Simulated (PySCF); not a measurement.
A species of formula C4H13FOSi2 has this rotational fingerprint, computed with PBE0/pcSseg-1 in PySCF (dipole) on a GFN2-xTB geometry, gas phase:

| Item | Value |
| --- | --- |
| Rotational constants | A = 1424, B = 969.5, C = 804.2 MHz |
| Dipole components | \|μa\| = 2.45 D, \|μb\| = 1.24 D, \|μc\| = 1.34 D |
| Inertial defect | -247.78 u·Å² |
| κ | -0.47 |

Question: Which structure is it? (One computed conformer of each.)
A. `[CH3:1][C@H:2]([OH:3])[CH2:4][SiH2:5][SiH2:6][CH2:7][F:8]` with C1–C2–O3–H 57°, C1–C2–C4–Si5 152°, C2–C4–Si5–Si6 50°, C4–Si5–Si6–C7 51°, Si5–Si6–C7–F8 -60°
B. `[OH:1][CH2:2][C:3]([SiH3:4])([SiH3:5])[CH2:6][CH2:7][F:8]` with H–O1–C2–C3 -170°, O1–C2–C3–Si4 159°, C2–C3–C6–C7 -74°, C3–C6–C7–F8 -73°
C. `[CH3:1][O:2][C:3]([SiH3:4])([SiH3:5])[CH2:6][CH2:7][F:8]` with C1–O2–C3–Si4 170°, O2–C3–C6–C7 -52°, C3–C6–C7–F8 173°
D. `[CH3:1][O:2][CH2:3][Si@@H:4]([SiH3:5])[CH2:6][CH2:7][F:8]` with C1–O2–C3–Si4 178°, O2–C3–Si4–Si5 -55°, C3–Si4–C6–C7 -78°, Si4–C6–C7–F8 -66°

Answer: D. It is COC[Si@@H]([SiH3])CCF, an asymmetric top, point group C1. The candidates at the same level (rigid rotor, commonest isotopes):

```tsv
SMILES	A (MHz)	B (MHz)	C (MHz)	μa (D)	μb (D)	μc (D)	Δ (u·Å²)	point group	rotor
OCC([SiH3])([SiH3])CCF	1792	983.5	855.6	0.94	2.32	1.71	-205.22	C1	asymmetric top
COC[Si@@H]([SiH3])CCF	1424	969.5	804.2	2.45	1.24	1.34	-247.78	C1	asymmetric top
COC([SiH3])([SiH3])CCF	1534	919.3	814.6	1.35	0.69	0.18	-258.88	C1	asymmetric top
C[C@H](O)C[SiH2][SiH2]CF	1768	885.1	737.8	0.54	0.85	0.60	-171.80	C1	asymmetric top
```

`C[C@H](O)C[SiH2][SiH2]CF` has A 24 % too high; `OCC([SiH3])([SiH3])CCF` has A 26 % too high; `COC([SiH3])([SiH3])CCF` has A 8 % too high. No structure here is proved a minimum.
